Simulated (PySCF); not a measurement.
Compound: 2-butoxyethanol, C₆H₁₄O₂.
Structure used (PBE0-D3(BJ)/def2-SVP), in Å, numbered top down from 1:
```
atom  x, y, z in Å
C1     3.431   -0.857    0.297
C2     2.404    0.262    0.233
C3     1.016   -0.216   -0.170
C4     0.002    0.915   -0.212
O5    -1.263    0.531   -0.681
C6    -2.036   -0.240    0.200
C7    -3.436   -0.266   -0.372
O8    -3.933    1.028   -0.536
H9     3.139   -1.626    1.030
H10    3.538   -1.357   -0.679
H11    4.423   -0.480    0.589
H12    2.346    0.767    1.214
H13    2.743    1.035   -0.480
H14    1.050   -0.690   -1.166
H15    0.682   -0.997    0.535
H16   -0.088    1.381    0.792
H17    0.355    1.700   -0.900
H18   -1.641   -1.269    0.311
H19   -2.050    0.230    1.205
H20   -3.414   -0.826   -1.330
H21   -4.107   -0.812    0.311
H22   -3.222    1.515   -0.973
```

Computed with delta-SCF UKS SCAN, pcX-2 on the ionised atom, pcseg-1 elsewhere, spin-free X2C (PySCF 2.14.0). Every row has its own mixed basis.

```json
{"ionised atom": "C1", "basis functions": "213", "E(ionised) (Eh)": "-376.78062", "binding energy (eV)": "290.713"}
{"ionised atom": "C2", "basis functions": "213", "E(ionised) (Eh)": "-376.77991", "binding energy (eV)": "290.759"}
{"ionised atom": "C3", "basis functions": "213", "E(ionised) (Eh)": "-376.78696", "binding energy (eV)": "290.569"}
{"ionised atom": "C4", "basis functions": "213", "E(ionised) (Eh)": "-376.73353", "binding energy (eV)": "292.058"}
{"ionised atom": "C6", "basis functions": "213", "E(ionised) (Eh)": "-376.73429", "binding energy (eV)": "292.051"}
{"ionised atom": "C7", "basis functions": "213", "E(ionised) (Eh)": "-376.73479", "binding energy (eV)": "292.070"}
{"ionised atom": "O5", "basis functions": "213", "E(ionised) (Eh)": "-367.70657", "binding energy (eV)": "538.390"}
{"ionised atom": "O8", "basis functions": "213", "E(ionised) (Eh)": "-367.70675", "binding energy (eV)": "538.416"}
```

Problem. Fill in the total energy of each ground state.

Solution. With binding energy = E(ionised) − E(ground) and 27.2114 eV a hartree:

```tsv
atom	binding energy (Eh)	E(ground) (Eh)
C1	10.6835	-387.4641
C2	10.6852	-387.4651
C3	10.6782	-387.4652
C4	10.7329	-387.4665
C6	10.7327	-387.4670
C7	10.7334	-387.4681
O5	19.7855	-387.4921
O8	19.7864	-387.4932
```

Problem. How much do the ground-state energies differ, and what would follow from using one of them for all holes?

Solution. They run from -387.4932 Eh (core basis on O8) to -387.4641 Eh (on C1), 0.0291 Eh or 0.79 eV apart, for one and the same state in different bases and grids. Pairing the ion of C1 with the ground state of O8 would put its binding energy 0.79 eV too high.

The listed C 1s values span 1.50 eV, from C3 (bonded to 2 C and 2 H) to C7 (bonded to O, C and 2 H). The values 290.71 and 290.76 eV; the values 292.05, 292.06 and 292.07 eV lie too close for their order to be trusted.

Only 1s holes are shown. Isolated species at its PBE0-D3(BJ)/def2-SVP geometry (one conformer only).
